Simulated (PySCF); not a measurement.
Species: C₉H₁₀O.
Atom-mapped SMILES: `[CH2:1]=[CH:2][CH2:3][O:4][c:5]1[cH:6][cH:7][cH:8][cH:9][cH:10]1` (hydrogens: H11, H12 on C1; H13 on C2; H14, H15 on C3; H16 on C6; H17 on C7; H18 on C8; H19 on C9; H20 on C10)

The same species was optimised twice, with GFN2-xTB and with PBE0-D3(BJ)/def2-SVP (PySCF), and the same property calculations (PySCF, gas phase) were run on both structures.

```json
{"coordinate": "C1=C2 (Å)", "GFN2-xTB": "1.319", "PBE0-D3(BJ)/def2-SVP": "1.332", "change": "+0.013"}
{"coordinate": "O4–C5 (Å)", "GFN2-xTB": "1.363", "PBE0-D3(BJ)/def2-SVP": "1.351", "change": "-0.012"}
{"coordinate": "C6–C7 (Å)", "GFN2-xTB": "1.386", "PBE0-D3(BJ)/def2-SVP": "1.396", "change": "+0.010"}
{"coordinate": "C8–C9 (Å)", "GFN2-xTB": "1.386", "PBE0-D3(BJ)/def2-SVP": "1.397", "change": "+0.011"}
{"coordinate": "C9–C10 (Å)", "GFN2-xTB": "1.379", "PBE0-D3(BJ)/def2-SVP": "1.388", "change": "+0.009"}
{"coordinate": "C5–C6 (Å)", "GFN2-xTB": "1.391", "PBE0-D3(BJ)/def2-SVP": "1.400", "change": "+0.009"}
{"coordinate": "C7–C8 (Å)", "GFN2-xTB": "1.382", "PBE0-D3(BJ)/def2-SVP": "1.391", "change": "+0.009"}
{"coordinate": "C5–C10 (Å)", "GFN2-xTB": "1.396", "PBE0-D3(BJ)/def2-SVP": "1.402", "change": "+0.006"}
{"coordinate": "C2–C3 (Å)", "GFN2-xTB": "1.503", "PBE0-D3(BJ)/def2-SVP": "1.498", "change": "-0.005"}
{"coordinate": "C3–O4 (Å)", "GFN2-xTB": "1.411", "PBE0-D3(BJ)/def2-SVP": "1.410", "change": "-0.001"}
{"coordinate": "O4–C5–C6 (°)", "GFN2-xTB": "125.5", "PBE0-D3(BJ)/def2-SVP": "124.9", "change": "-0.6"}
{"coordinate": "O4–C5–C10 (°)", "GFN2-xTB": "115.4", "PBE0-D3(BJ)/def2-SVP": "115.8", "change": "+0.4"}
{"coordinate": "C3–O4–C5 (°)", "GFN2-xTB": "119.6", "PBE0-D3(BJ)/def2-SVP": "120.0", "change": "+0.4"}
{"coordinate": "C7–C8–C9 (°)", "GFN2-xTB": "119.4", "PBE0-D3(BJ)/def2-SVP": "119.0", "change": "-0.4"}
{"coordinate": "C2–C3–O4 (°)", "GFN2-xTB": "113.1", "PBE0-D3(BJ)/def2-SVP": "112.8", "change": "-0.3"}
{"coordinate": "C8–C9–C10 (°)", "GFN2-xTB": "120.3", "PBE0-D3(BJ)/def2-SVP": "120.6", "change": "+0.3"}
{"coordinate": "C6–C5–C10 (°)", "GFN2-xTB": "119.1", "PBE0-D3(BJ)/def2-SVP": "119.3", "change": "+0.2"}
{"coordinate": "C5–C10–C9 (°)", "GFN2-xTB": "120.5", "PBE0-D3(BJ)/def2-SVP": "120.3", "change": "-0.2"}
{"coordinate": "C1–C2–C3–O4 (°)", "GFN2-xTB": "150", "PBE0-D3(BJ)/def2-SVP": "128", "change": "-22"}
{"coordinate": "C2–C3–O4–C5 (°)", "GFN2-xTB": "72", "PBE0-D3(BJ)/def2-SVP": "79", "change": "+7"}
{"coordinate": "C3–O4–C5–C6 (°)", "GFN2-xTB": "5", "PBE0-D3(BJ)/def2-SVP": "2", "change": "-3"}
```

Rotational constants: A = 3421, B = 747.8, C = 661.3 MHz (GFN2-xTB) against A = 3534, B = 725.0, C = 650.4 MHz (PBE0-D3(BJ)/def2-SVP). Point groups within 0.08 Å: C1 and C1.

On the GFN2-xTB structure: HOMO (eV) -6.48 [PBE0/pcSseg-1]; LUMO (eV) -0.28 [PBE0/pcSseg-1]; dipole (D) 1.27 [PBE0/pcSseg-1]; GIAO shielding of C1 (ppm) 66.1 [PBE0/pcSseg-1]; GIAO shielding of C2 (ppm) 43.0 [PBE0/pcSseg-1]; GIAO shielding of C3 (ppm) 117.1 [PBE0/pcSseg-1]; GIAO shielding of O4 (ppm) 210.8 [PBE0/pcSseg-1]; GIAO shielding of C5 (ppm) 22.3 [PBE0/pcSseg-1]; GIAO shielding of C6/C10 (mean) (ppm) 67.6 [PBE0/pcSseg-1]; GIAO shielding of C7/C9 (mean) (ppm) 51.9 [PBE0/pcSseg-1]; GIAO shielding of C8 (ppm) 61.7 [PBE0/pcSseg-1].

Problem. What do these properties become on the PBE0-D3(BJ)/def2-SVP structure?

Solution. 
| property | level | on GFN2-xTB | on PBE0-D3(BJ)/def2-SVP | change |
| --- | --- | --- | --- | --- |
| HOMO (eV) | PBE0/pcSseg-1 | -6.48 | -6.43 | +0.05 |
| LUMO (eV) | PBE0/pcSseg-1 | -0.28 | -0.26 | +0.02 |
| dipole (D) | PBE0/pcSseg-1 | 1.27 | 1.36 | +0.09 |
| energy, GFN2-xTB geometry as zero (kcal/mol) | PBE0/pcSseg-1 | 0.0 | -0.8 | -0.8 |
| GIAO shielding of C1 (ppm) | PBE0/pcSseg-1 | 66.1 | 58.6 | -7.5 |
| GIAO shielding of C2 (ppm) | PBE0/pcSseg-1 | 43.0 | 43.2 | +0.2 |
| GIAO shielding of C3 (ppm) | PBE0/pcSseg-1 | 117.1 | 115.5 | -1.6 |
| GIAO shielding of O4 (ppm) | PBE0/pcSseg-1 | 210.8 | 206.1 | -4.7 |
| GIAO shielding of C5 (ppm) | PBE0/pcSseg-1 | 22.3 | 21.3 | -1.0 |
| GIAO shielding of C6/C10 (mean) (ppm) | PBE0/pcSseg-1 | 67.6 | 66.5 | -1.1 |
| GIAO shielding of C7/C9 (mean) (ppm) | PBE0/pcSseg-1 | 51.9 | 49.1 | -2.8 |
| GIAO shielding of C8 (ppm) | PBE0/pcSseg-1 | 61.7 | 59.7 | -2.0 |

The heavy atoms differ by 0.113 Å rms after alignment. Among bonds between heavy atoms C1=C2 and O4–C5 change most and about equally (-0.012 to +0.013 Å). Changes are differences of the printed values. Neither structure is proved a minimum here.

Shape of the structure used: `[CH2:1]=[CH:2][CH2:3][O:4][c:5]1[cH:6][cH:7][cH:8][cH:9][cH:10]1`: C1–C2–C3–O4 128°, C2–C3–O4–C5 79°, C3–O4–C5–C6 2°.
